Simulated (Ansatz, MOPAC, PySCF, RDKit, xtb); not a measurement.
Complex: C2H4 (SMILES C=C) (first 6 atoms) with CH2O2 (SMILES O=CO); geometry from B3LYP-D3(BJ)/def2-TZVP, rigid monomers moved along the line of their centres of mass till C1···H11 is 2.68 Å.
(charge 0, multiplicity 1):
```xyz
11

C     -0.582    -0.244    -0.016
C      0.618     0.320     0.071
H     -0.807    -1.167     0.505
H     -1.373     0.190    -0.615
H      0.856     1.238    -0.453
H      1.406    -0.127     0.666
O      0.340    -1.203     3.626
C     -0.154    -0.228     4.121
O     -0.607     0.839     3.454
H     -0.300    -0.085     5.200
H     -0.468     0.691     2.496
```

| level | interaction energy (kcal/mol) | cost |
|---|---|---|
| MMFF94 | -2.42 | - |
| UFF | -0.16 | - |
| GFN-FF | -2.78 | - |
| AM1 | -0.93 | - |
| PM3 | -1.53 | - |
| PM6 | -1.59 | - |
| PM7 | -2.05 | - |
| GFN1-xTB | -2.45 | - |
| GFN2-xTB | -2.51 | - |
| HF/STO-3G (no counterpoise) | -1.15 | - |
| HF/3-21G (no counterpoise) | -4.36 | - |
| HF/6-31G* | -2.57 | - |
| HF/6-31G* (no counterpoise) | -3.72 | - |
| HF/aug-cc-pVDZ | -2.24 | - |
| PBE/def2-TZVPPD | -3.18 | ×1 |
| PBE-D3(BJ)/def2-TZVPPD | -4.23 | ×1 |
| PBE-D4/def2-TZVPPD | -4.16 | ×1 |
| BP86/6-31G* (no counterpoise) | -3.71 | - |
| r2SCAN/def2-TZVPPD | -3.71 | ×1 |
| r2SCAN-D3(BJ)/def2-TZVPPD | -4.17 | ×1 |
| r2SCAN-D4/def2-TZVPPD | -4.12 | ×1 |
| B3LYP/3-21G (no counterpoise) | -4.91 | - |
| B3LYP/6-31G* | -2.95 | - |
| B3LYP/6-31G* (no counterpoise) | -4.29 | - |
| B3LYP/6-311+G** (no counterpoise) | -2.68 | - |
| B3LYP/def2-TZVPPD | -2.49 | ×1 |
| B3LYP-D3(BJ)/def2-TZVPPD | -4.06 | ×1 |
| B3LYP-D4/def2-TZVPPD | -3.89 | ×1 |
| PBE0/def2-TZVPPD | -3.25 | ×1 |
| PBE0-D3(BJ)/def2-TZVPPD | -4.26 | ×1 |
| PBE0-D4/def2-TZVPPD | -4.18 | ×1 |
| M06-2X/6-31G* (no counterpoise) | -5.08 | - |
| wB97X-V/def2-TZVPPD | -3.97 | ×3 |
| wB97M-V/def2-TZVPPD | -3.91 | ×3 |
| MP2/6-31G* | -3.06 | - |
| MP2/6-31G* (no counterpoise) | -4.81 | - |
| MP2/aug-cc-pVDZ | -3.48 | - |
| SCS-MP2/aug-cc-pVDZ | -2.99 | - |
| CCSD/aug-cc-pVDZ | -3.06 | - |
| CCSD(T)/aug-cc-pVDZ | -3.31 | ×10 |

The rows run from -5.08 (M06-2X/6-31G* (no counterpoise)) to -0.16 kcal/mol (UFF). In aug-cc-pVDZ the value moves HF -2.24, MP2 -3.48, CCSD -3.06, CCSD(T) -3.31, a shift of -1.07 from HF to CCSD(T). The dispersion term adds -1.05 in PBE-D3(BJ), -0.98 in PBE-D4, -0.47 in r2SCAN-D3(BJ). The 6 functionals in def2-TZVPPD without D3 or D4 span 1.48, from wB97X-V to B3LYP.

Monomers are frozen at their geometry in the pair; levels with a basis set take the counterpoise correction. Rows marked so take none. RDKit's UFF carries no charges.

Correlated levels freeze the cores. Rows in 3-21G, 6-311+G**, 6-31G*, STO-3G carry no dispersion term and start afresh at each structure (6-31G* with six Cartesian d functions). MP2/6-31G* freezes PySCF's default core. The state that AM1, PM3, PM6, PM7 reach isn't checked; PM7 holds dispersion and hydrogen-bond terms.

Codes used: Ansatz (Gaussian orbitals); MOPAC for AM1, PM3, PM6, PM7 (differences of heats of formation); PySCF for 3-21G rows, 6-311+G** rows, 6-31G* rows, STO-3G rows, the dispersion terms; RDKit for the force fields; xtb for the GFN methods. Each number belongs to the level named beside it.

Costs are rough ratios of core time to PBE/def2-TZVPPD (about 9 s over the structures, on one shared machine); a dash marks a level with no comparable run of its own.

Ansatz is a first-principles code.
